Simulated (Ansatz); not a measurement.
A nudged elastic band was laid between two geometries of BH8NSSi3 (14 atoms, charge 0, multiplicity 1).

Level of theory: RKS B3LYP-D4/def2-SVP (Ansatz 0.2.0).

```
movable images  : 5
climbing image  : yes
spring          : 5.0 eV/Å²
optimiser       : quadratic models (default)
start path      : IDPP
force threshold : 0.03 eV/Å
iteration limit : 39
end points      : relaxed
```

Image 0:

```xyz
14
Properties=species:S:1:pos:R:3
N 0.497 -1.810 -0.522
Si 1.300 -1.146 0.878
Si 0.112 0.853 1.193
Si -0.269 1.824 -0.916
B -1.916 0.659 -0.766
S -2.016 0.194 0.974
H -0.478 -2.086 -0.433
H 0.996 -2.458 -1.125
H 1.322 -2.010 2.105
H 2.717 -0.883 0.486
H 0.351 1.598 2.466
H 0.751 1.671 -1.995
H -0.612 3.275 -0.784
H -2.767 0.289 -1.533
```

Image 6:

```xyz
14
Properties=species:S:1:pos:R:3
N 0.768 -1.810 -0.624
Si 1.392 -1.097 0.833
Si 0.121 0.844 1.248
Si -0.470 1.725 -0.854
B -2.007 0.441 -0.569
S -1.971 0.050 1.189
H 1.092 -1.519 -1.540
H -0.156 -2.226 -0.662
H 1.293 -2.071 1.960
H 2.822 -0.747 0.588
H 0.391 1.651 2.478
H 0.487 1.610 -1.998
H -0.913 3.150 -0.748
H -2.863 -0.029 -1.273
```

Task: What changes between the two ends?

Result: No bond is made or broken. The dihedral H7–N1–Si2–Si3 goes from -65 to 86°.

Task: What energy profile does the band end with?

Result: The run converged. The highest image is number 3 of 0 to 6, 2.2 kcal/mol above the first end and 1.5 kcal/mol above the last; the last end lies 0.7 kcal/mol above the first. A vibrational analysis at the climbing image gives one clearly imaginary mode, 260i cm⁻¹: a first-order saddle point.

```
image  path coordinate (Å)  energy (kcal/mol)  dihedral H7–N1–Si2–Si3 (°)
    0                 0.00                0.0                         -65
    1                 0.62                0.2                         -59
    2                 1.24                0.9                         -42
    3                 1.86                2.2                          11
    4                 2.77                1.5                          56
    5                 3.66                1.2                          59
    6                 4.56                0.7                          86
```

Task: What is the geometry of the highest image?

Result: 
```xyz
14
Properties=species:S:1:pos:R:3
N 0.864 -2.000 -0.568
Si 1.487 -1.167 0.813
Si 0.082 0.694 1.095
Si -0.573 1.831 -0.864
B -2.277 0.786 -0.512
S -2.042 -0.013 1.078
H 0.165 -1.597 -1.180
H 1.295 -2.826 -0.968
H 1.493 -2.035 2.031
H 2.891 -0.660 0.657
H 0.389 1.445 2.351
H 0.221 1.566 -2.104
H -0.696 3.311 -0.694
H -3.312 0.636 -1.107
```

Task: What are the harmonic wavenumbers there?

Result: 260i, 30, 55, 90, 115, 172, 220, 315, 364, 411, 434, 479, 492, 558, 609, 651, 682, 719, 734, 738, 761, 793, 859, 897, 927, 992, 1001, 1538, 2157, 2188, 2194, 2198, 2204, 2634, 3591, 3689 cm⁻¹.

The band took 17 iterations and about 18 core-minutes.

The run took 8.9 min on 2 threads of Arm Neoverse V1 (shared host), peak memory 0.4 GiB.
